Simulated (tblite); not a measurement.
Record of a relaxation.

C₄H₅F₃SeSi.
Atom-mapped SMILES: `[F:1][C:2]([F:3])([F:4])[C:5]1=[CH:6][CH2:7][SiH2:8][Se:9]1` (hydrogens: H10 on C6; H11, H12 on C7; H13, H14 on Si8)

Computed with GFN2-xTB (tblite), gas phase: L-BFGS steps from a force-field or distance-geometry start until the largest atomic force falls under 0.01 eV/Å. 7 of its 70 geometries are shown.

Step 0: E = -822.0667 eV, largest atomic force 3.585 eV/Å
```
atom  x, y, z in Å  |  force x, y, z in eV/Å
F1     -3.108    0.668   -0.288    0.316  -0.746   0.905
C2     -2.327    0.073    0.648    0.693   0.678   0.826
F3     -2.527    0.749    1.856   -0.149  -0.728  -1.367
F4     -2.720   -1.215    0.875    0.042   1.260  -0.440
C5     -0.852    0.174    0.295   -1.767   1.865   0.270
C6     -0.074   -0.834    0.097   -0.098  -3.575  -0.246
C7      1.334   -0.680   -0.259    1.720  -1.980   0.476
Si8     2.037    0.917    0.434   -0.882   0.744  -0.675
Se9    -0.039    1.908    0.094   -0.357   0.522   0.354
H10    -0.495   -1.889    0.219    0.634   1.319  -0.255
H11     1.877   -1.528    0.271   -0.370   0.603  -0.928
H12     1.528   -0.778   -1.347   -0.248  -0.055   0.580
H13     2.964    1.572   -0.455    0.259   0.101  -0.119
H14     2.400    0.862    1.817    0.207  -0.009   0.619
```

Step 12: E = -822.5569 eV, largest atomic force 0.178 eV/Å
```
atom  x, y, z in Å  |  force x, y, z in eV/Å
F1     -3.079    0.664   -0.266    0.049  -0.043  -0.059
C2     -2.274    0.111    0.654    0.001   0.019   0.044
F3     -2.525    0.760    1.802   -0.051   0.037   0.090
F4     -2.696   -1.152    0.833   -0.091   0.016  -0.041
C5     -0.831    0.182    0.305    0.059   0.039   0.009
C6     -0.069   -0.890    0.117   -0.008  -0.109  -0.140
C7      1.375   -0.767   -0.212    0.115   0.020   0.000
Si8     1.945    0.953    0.388    0.121   0.042   0.059
Se9    -0.115    1.948    0.222   -0.004   0.057   0.067
H10    -0.502   -1.875    0.176   -0.043  -0.109   0.007
H11     1.942   -1.594    0.211   -0.019   0.019   0.055
H12     1.505   -0.832   -1.296   -0.061  -0.038  -0.022
H13     2.945    1.585   -0.464   -0.061   0.020  -0.065
H14     2.378    0.909    1.788   -0.008   0.029  -0.005
```

Step 23: E = -822.5833 eV, largest atomic force 0.116 eV/Å
```
atom  x, y, z in Å  |  force x, y, z in eV/Å
F1     -2.983    0.699   -0.319   -0.032  -0.048  -0.025
C2     -2.273    0.115    0.663   -0.047   0.016   0.029
F3     -2.586    0.781    1.788    0.039  -0.011  -0.006
F4     -2.764   -1.125    0.812    0.013  -0.010  -0.059
C5     -0.813    0.152    0.383   -0.038  -0.083  -0.032
C6     -0.064   -0.913    0.106    0.011  -0.003   0.014
C7      1.387   -0.777   -0.202    0.058   0.000   0.008
Si8     1.956    0.958    0.379    0.005   0.008  -0.012
Se9    -0.125    1.924    0.381    0.060   0.084   0.040
H10    -0.493   -1.905    0.097   -0.081   0.009   0.012
H11     1.948   -1.592    0.252   -0.003   0.016   0.093
H12     1.528   -0.894   -1.280   -0.027   0.064  -0.011
H13     2.847    1.623   -0.567   -0.035  -0.022   0.034
H14     2.434    0.954    1.767    0.077  -0.020  -0.085
```

Step 34: E = -822.6118 eV, largest atomic force 0.121 eV/Å
```
atom  x, y, z in Å  |  force x, y, z in eV/Å
F1     -2.926    0.708   -0.397   -0.051  -0.011   0.006
C2     -2.298    0.108    0.631   -0.027   0.018  -0.002
F3     -2.668    0.771    1.737   -0.047   0.006   0.021
F4     -2.825   -1.122    0.729    0.059  -0.026  -0.025
C5     -0.822    0.131    0.449   -0.016   0.028  -0.002
C6     -0.079   -0.918    0.112    0.016   0.031   0.008
C7      1.384   -0.776   -0.131   -0.004  -0.062  -0.051
Si8     1.971    0.975    0.365   -0.074   0.027   0.005
Se9    -0.114    1.884    0.671    0.114   0.027   0.029
H10    -0.541   -1.890   -0.008    0.064   0.036  -0.001
H11     1.936   -1.556    0.390   -0.020  -0.062   0.058
H12     1.569   -0.939   -1.193    0.004  -0.049  -0.074
H13     2.681    1.662   -0.711   -0.017   0.001   0.001
H14     2.730    0.959    1.615    0.001   0.034   0.026
```

Step 46: E = -822.6228 eV, largest atomic force 0.061 eV/Å
```
atom  x, y, z in Å  |  force x, y, z in eV/Å
F1     -2.918    0.702   -0.423    0.000   0.005   0.018
C2     -2.303    0.113    0.619    0.033  -0.014  -0.014
F3     -2.729    0.751    1.718    0.017  -0.002  -0.003
F4     -2.793   -1.137    0.683   -0.004  -0.001   0.014
C5     -0.820    0.153    0.479    0.023   0.057   0.000
C6     -0.086   -0.889    0.101   -0.007  -0.017  -0.004
C7      1.385   -0.788   -0.108   -0.002   0.010  -0.006
Si8     1.983    0.971    0.353   -0.018   0.008   0.001
Se9    -0.070    1.873    0.825   -0.040  -0.036  -0.008
H10    -0.557   -1.847   -0.068   -0.013   0.005  -0.026
H11     1.889   -1.566    0.467   -0.001   0.020   0.018
H12     1.600   -1.004   -1.157   -0.002  -0.021  -0.003
H13     2.587    1.678   -0.774    0.005  -0.011  -0.002
H14     2.832    0.988    1.542    0.008   0.000   0.016
```

Step 58: E = -822.6248 eV, largest atomic force 0.034 eV/Å
```
atom  x, y, z in Å  |  force x, y, z in eV/Å
F1     -2.929    0.700   -0.411   -0.009   0.003   0.001
C2     -2.299    0.110    0.621   -0.014   0.012   0.005
F3     -2.717    0.743    1.727    0.002   0.009   0.009
F4     -2.783   -1.141    0.689    0.008   0.009  -0.003
C5     -0.818    0.161    0.472   -0.013  -0.027  -0.014
C6     -0.090   -0.881    0.080    0.013   0.005  -0.006
C7      1.383   -0.787   -0.105    0.018  -0.012   0.000
Si8     1.978    0.974    0.352    0.010   0.005  -0.011
Se9    -0.071    1.875    0.837   -0.015  -0.030   0.004
H10    -0.568   -1.831   -0.117   -0.001   0.013   0.007
H11     1.874   -1.548    0.503   -0.008  -0.015   0.017
H12     1.623   -1.033   -1.141    0.005   0.009  -0.008
H13     2.580    1.669   -0.784    0.007   0.014  -0.006
H14     2.835    0.989    1.536   -0.003   0.005   0.004
```

Step 69: E = -822.6254 eV, largest atomic force 0.008 eV/Å
```
atom  x, y, z in Å  |  force x, y, z in eV/Å
F1     -2.936    0.705   -0.406    0.002   0.000  -0.002
C2     -2.301    0.112    0.621   -0.002   0.003   0.000
F3     -2.709    0.745    1.730    0.001  -0.002   0.005
F4     -2.787   -1.139    0.689    0.001   0.003  -0.001
C5     -0.819    0.157    0.466   -0.004  -0.006  -0.002
C6     -0.090   -0.881    0.067    0.002  -0.001   0.002
C7      1.386   -0.790   -0.101   -0.003  -0.003   0.001
Si8     1.979    0.975    0.347   -0.003  -0.004   0.006
Se9    -0.071    1.864    0.855    0.002   0.004  -0.003
H10    -0.569   -1.829   -0.139    0.003   0.007  -0.001
H11     1.863   -1.546    0.525    0.004  -0.003   0.000
H12     1.641   -1.047   -1.131    0.000  -0.001   0.001
H13     2.571    1.676   -0.791   -0.003   0.003  -0.002
H14     2.842    0.997    1.527    0.000   0.000  -0.003
```

Question: Summarise the path.

Answer: The energy falls by 12.88 kcal/mol from step 0 to step 69; nine tenths of that is first reached at step 17. It falls at every step. The largest force goes from 3.585 to 0.008 eV/Å. Among the bonds C6–H10 changes most, from 1.142 to 1.082 Å; the atoms move by 0.351 Å rms after alignment.

Question: Follow the three bonds and two angles with the largest change from start to end.

Answer: 
```csv
step,E above end (kcal/mol),largest force (eV/Å),C6–H10 (Å),C2–F3 (Å),C7–H11 (Å),C7–Si8–Se9 (°),C6–C5–Se9 (°)
0,12.88,3.585,1.142,1.399,1.138,88.5,115.7
3,3.68,0.611,1.080,1.335,1.076,91.8,118.1
6,2.23,0.246,1.081,1.348,1.090,94.0,121.1
9,1.80,0.180,1.082,1.345,1.088,95.3,121.4
12,1.58,0.178,1.078,1.343,1.088,95.7,121.7
15,1.34,0.154,1.081,1.345,1.087,96.2,123.0
18,1.25,0.092,1.083,1.343,1.089,96.2,122.7
21,1.08,0.159,1.080,1.343,1.091,96.3,122.5
24,0.93,0.101,1.081,1.344,1.088,96.5,122.9
27,0.79,0.130,1.083,1.342,1.089,97.2,122.5
30,0.56,0.185,1.081,1.343,1.093,97.7,123.0
33,0.36,0.142,1.082,1.342,1.089,96.9,123.4
36,0.24,0.157,1.083,1.341,1.089,96.9,122.9
39,0.15,0.121,1.082,1.342,1.091,97.5,122.9
42,0.11,0.057,1.082,1.341,1.090,97.3,122.9
45,0.07,0.076,1.082,1.341,1.091,97.5,122.7
48,0.05,0.030,1.082,1.340,1.091,97.6,123.0
51,0.04,0.050,1.082,1.341,1.091,97.6,123.2
54,0.03,0.032,1.082,1.341,1.091,97.7,123.1
57,0.02,0.047,1.082,1.341,1.091,97.8,123.1
60,0.01,0.048,1.082,1.341,1.091,97.6,123.1
63,0.00,0.011,1.082,1.341,1.091,97.6,123.0
66,0.00,0.014,1.082,1.341,1.091,97.6,123.0
69,0.00,0.008,1.082,1.341,1.091,97.6,123.1
```

What follows is the cost of the whole relaxation. Hardware: an Arm Neoverse N1 with one thread, shared host with 64 logical CPUs at a one-minute load of 61. Cost: 0.91 s.
